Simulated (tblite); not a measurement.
Species: C4H4GeS (charge -1 and doublet state).
Numbering: `[CH:1]#[C:2]/[C:3]([GeH3:4])=[C:5]\[S-:6]` (hydrogens: H7 on C1; H8, H9, H10 on Ge4)
Bond orders are those of one Lewis drawing.

Computed with GFN2-xTB (tblite), gas phase: L-BFGS steps from a force-field or distance-geometry start until the largest atomic force falls under 0.01 eV/Å.

Step 17: E = -430.9047 eV
```
atom  x, y, z in Å  |  force x, y, z in eV/Å
C1      2.2317   -1.0443    0.2832   -0.032   0.010  -0.002
C2      1.2132   -0.4232    0.1028   -0.038  -0.085   0.038
C3      0.1201    0.4330   -0.1358    0.054   0.064  -0.012
Ge4    -1.6884   -0.2658    0.0172    0.170  -0.001   0.011
C5      0.3332    1.7333   -0.4159   -0.103   0.002   0.021
S6      1.5899    2.7661   -0.5815   -0.076   0.008  -0.030
H7      3.1250   -1.5736    0.4425   -0.022  -0.030   0.000
H8     -2.3777   -0.1598    1.3737    0.011   0.035   0.039
H9     -1.7802   -1.7628   -0.2164   -0.013  -0.065  -0.032
H10    -2.7580    0.3017   -0.8922    0.047   0.062  -0.032
```

Step 18: E = -430.9071 eV
```
atom  x, y, z in Å  |  force x, y, z in eV/Å
C1      2.2347   -1.0496    0.2843   -0.055   0.028  -0.005
C2      1.2185   -0.4230    0.1044   -0.028  -0.069   0.031
C3      0.1220    0.4338   -0.1342    0.101  -0.018   0.010
Ge4    -1.6861   -0.2661    0.0179    0.201   0.004  -0.004
C5      0.3228    1.7354   -0.4143   -0.052   0.002   0.015
S6      1.5775    2.7709   -0.5867   -0.080   0.018  -0.027
H7      3.1274   -1.5846    0.4449   -0.099   0.020  -0.014
H8     -2.3758   -0.1577    1.3700   -0.004   0.032   0.079
H9     -1.7809   -1.7608   -0.2186   -0.017  -0.086  -0.033
H10    -2.7512    0.3062   -0.8902    0.033   0.069  -0.051
```

Step 19: E = -430.9103 eV
```
atom  x, y, z in Å  |  force x, y, z in eV/Å
C1      2.2384   -1.0570    0.2858   -0.065   0.037  -0.005
C2      1.2250   -0.4240    0.1071   -0.015  -0.031   0.016
C3      0.1268    0.4343   -0.1317    0.124  -0.102   0.033
Ge4    -1.6792   -0.2663    0.0187    0.161  -0.002  -0.018
C5      0.3082    1.7382   -0.4118    0.024   0.001   0.005
S6      1.5581    2.7786   -0.5945   -0.080   0.037  -0.023
H7      3.1286   -1.5995    0.4481   -0.164   0.062  -0.027
H8     -2.3735   -0.1542    1.3662   -0.008   0.026   0.106
H9     -1.7824   -1.7592   -0.2222   -0.017  -0.096  -0.029
H10    -2.7411    0.3137   -0.8881    0.040   0.068  -0.059
```

Step 20: E = -430.9138 eV
```
atom  x, y, z in Å  |  force x, y, z in eV/Å
C1      2.2418   -1.0658    0.2876   -0.055   0.031   0.000
C2      1.2326   -0.4259    0.1108   -0.004   0.018  -0.004
C3      0.1353    0.4335   -0.1283    0.102  -0.133   0.044
Ge4    -1.6677   -0.2666    0.0197    0.047  -0.021  -0.021
C5      0.2924    1.7401   -0.4085    0.099  -0.009  -0.005
S6      1.5319    2.7907   -0.6050   -0.070   0.061  -0.018
H7      3.1270   -1.6167    0.4516   -0.175   0.072  -0.028
H8     -2.3715   -0.1499    1.3626    0.005   0.016   0.114
H9     -1.7852   -1.7582   -0.2271   -0.012  -0.096  -0.022
H10    -2.7277    0.3234   -0.8857    0.064   0.060  -0.059
```

**Question.** Estimate the geometry and energy of step 21. (The exact step hangs on the optimiser's Hessian estimate; all steps are aligned on step 20, rigid shifts and turns removed.)

**Answer.** E = -430.9170 eV, largest force 0.138 eV/Å
```
atom  x, y, z in Å  |  force x, y, z in eV/Å
C1      2.2438   -1.0738    0.2894   -0.032   0.014   0.006
C2      1.2394   -0.4275    0.1142    0.002   0.050  -0.019
C3      0.1452    0.4310   -0.1247    0.029  -0.087   0.035
Ge4    -1.6556   -0.2671    0.0204   -0.081  -0.045  -0.007
C5      0.2813    1.7398   -0.4052    0.136  -0.021  -0.014
S6      1.5052    2.8050   -0.6156   -0.049   0.080  -0.013
H7      3.1224   -1.6315    0.4543   -0.116   0.038  -0.017
H8     -2.3702   -0.1461    1.3604    0.029   0.005   0.101
H9     -1.7887   -1.7582   -0.2319   -0.006  -0.087  -0.014
H10    -2.7139    0.3331   -0.8837    0.088   0.053  -0.057
```

The energy changes by -0.0032 eV. The first-order estimate −F·Δx gives -0.0044 eV and the mean of the old and new forces, exact on a quadratic surface, -0.0032 eV. The step makes an angle of 74° with the force vector and moves no atom by more than 0.032 Å.

The cost below is that of the whole relaxation. Time: 0.38 s of wall time. Hardware: one thread of an Arm Neoverse V2, shared host with 96 logical CPUs at a one-minute load of 14.
